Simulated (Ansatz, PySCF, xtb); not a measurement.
Process, species as SMILES: C[CH2][Ge]([F])([F])[CH2]C [diethyl(difluoro)germane] + 6 [H][H] (H2) -> 4 C (CH4) + 2 F (HF) + [GeH4] (GeH4)
Structures are relaxed separately at B3LYP-D3(BJ)/def2-TZVP in Ansatz (a program for electronic structure), one conformer each, not searched for the lowest. Frequencies are from Ansatz or PySCF.

Quantity: energy of full hydrogenation (enthalpy at 298 K, with B3LYP-D3(BJ) rigid-rotor harmonic-oscillator terms), in kcal/mol. Valence correlation only, unless marked. Spin-orbit coupling is left out. The frozen core is the preceding noble-gas configuration, with the filled d and f shells of earlier blocks. No relativistic terms. Basis-set limits of correlation are two-point, X^-3; Hartree-Fock from the larger set. [CCSD(T)-MP2]/basis is that difference in the basis named.

```tsv
level	program	energy of full hydrogenation (kcal/mol)
GFN2-xTB	xtb	(withheld)
PBE-D4/def2-TZVPD	Ansatz + dftd4	(withheld)
revPBE-D3(BJ)/def2-TZVPD	Ansatz + dftd3	-7.0
revPBE-D4/def2-TZVPD	Ansatz + dftd4	-4.3
r2SCAN-D4/def2-TZVPD	Ansatz + dftd4	-6.8
PBE0/def2-QZVPP	Ansatz	(withheld)
BHLYP/def2-TZVPD	Ansatz	(withheld)
HSE06-D4/def2-TZVPD	Ansatz + dftd4	-14.1
B2PLYP-D4/def2-TZVPD	Ansatz + dftd4	-7.2
SCS-MP2/aug-cc-pVDZ	Ansatz	-11.1
SCS-MP2/cc-pVTZ	Ansatz	-6.0
CCSD/STO-3G	Ansatz	-0.6
CCSD/6-31G*	Ansatz	16.4
RI-MP2/CBS(aug-cc-pVTZ,aug-cc-pVQZ)+[CCSD(T)-MP2]/aug-cc-pVTZ	Ansatz	-6.3
```

Problem. Complete the blanks.

Solution. 
- GFN2-xTB, energy of full hydrogenation (kcal/mol): -21.5
- PBE-D4/def2-TZVPD, energy of full hydrogenation (kcal/mol): -9.2
- PBE0/def2-QZVPP, energy of full hydrogenation (kcal/mol): -20.0
- BHLYP/def2-TZVPD, energy of full hydrogenation (kcal/mol): -22.1
